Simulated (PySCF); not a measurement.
A GIAO shielding run with PySCF 2.14.0 with density-fitted response routines (density fitting, non-relativistic, gas phase) on `CC[C@@H]1CC[C@](F)(C#N)[SiH2]1`, C$_{7}$H$_{12}$FNSi:

```
$ OMP_NUM_THREADS=1 python probes_run.py task.json out

{"job": {"kind": "nmr", "xc": "PBE0", "basis": "pcSseg-1"}, "charge": 0, "multiplicity": 1}
C      2.925949     0.287838    -0.243009
C      1.754998    -0.651793    -0.492210
C      0.544988    -0.293991     0.368635
C     -0.613390    -1.287479     0.185673
C     -1.870207    -0.692192     0.810176
C     -2.053450     0.723267     0.247019
F     -2.763763     1.510684     1.155302
C     -2.755375     0.695113    -1.004471
N     -3.262016     0.661000    -2.030490
Si    -0.242587     1.410830     0.012854
H      3.780468     0.003138    -0.852019
H      2.650361     1.311201    -0.489632
H      3.225114     0.258265     0.802417
H      2.063486    -1.677731    -0.272275
H      1.477056    -0.612278    -1.547714
H      0.861349    -0.335114     1.417522
H     -0.380754    -2.252839     0.639200
H     -0.786433    -1.452551    -0.881260
H     -1.744064    -0.597010     1.891209
H     -2.746955    -1.315699     0.622327
H     -0.059639     1.881657    -1.358560
H     -0.015547     2.445069     1.018457
```

Hardware: 1 thread of an Intel Xeon, shared host. The job also computes population analyses, field gradients, ring-centre shieldings.

(1) How large is the calculation?

(2) How long does it take, and how much memory does it need?

Results:

(1) 84 electrons, 237 basis functions and 1243 auxiliary functions.

(2) 2.6 min of wall time, with 14 SCF cycles and 5 response iterations; peak memory 1.1 GiB. Times on a shared host scatter by some tens of per cent.
